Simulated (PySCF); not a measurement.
# Worked example: chemical shift, span and skew from a shielding tensor

C₃H₅BFN, SMILES NB1C=C[C@@H]1F. Atoms are numbered in the order given.

```xyz
11

N      1.9347     0.5590     0.4538
B      0.5692     0.5525     0.1985
C     -0.7255     1.1186     0.8539
C     -1.4514     0.2056     0.1585
C     -0.3788    -0.3289    -0.7697
F     -0.2125    -1.7150    -0.7526
H      2.3590     1.0819     1.2106
H      2.5868    -0.0183    -0.0641
H     -1.0716     1.8394     1.5989
H     -2.5074    -0.0912     0.2261
H     -0.5093    -0.0233    -1.8231
```

Geometry optimised at B3LYP-D3(BJ)/def2-SVP. The structure was generated by enumeration; whether it is a known compound was not checked. One conformer was computed; it need not be the lowest.

GIAO shieldings from PBE/pcSseg-1 run with PySCF, non-relativistic, no solvent. The symmetric part of the tensor of C4 has the principal values -115.2, -8.9, 142.9 ppm. The same nucleus in TMS has σ = 182.0 ppm at this level (PySCF, at its B3LYP-D3(BJ)/def2-TZVP geometry).

### Question
Work out the isotropic shielding, the ¹³C shift against TMS, the span and the skew.

### Answer

σ(iso) = (σ11 + σ22 + σ33)/3 = 6.3 ppm. δ = σ(ref) − σ(iso) = 182.0 − (6.3) = 175.7 ppm.
Span Ω = σ33 − σ11 = 258.1 ppm. Skew κ = 3(σ(iso) − σ22)/Ω = 0.18. Tumbling in solution averages the tensor to δ; in a static solid the shielding alone would spread this spin-1/2 line over Ω.
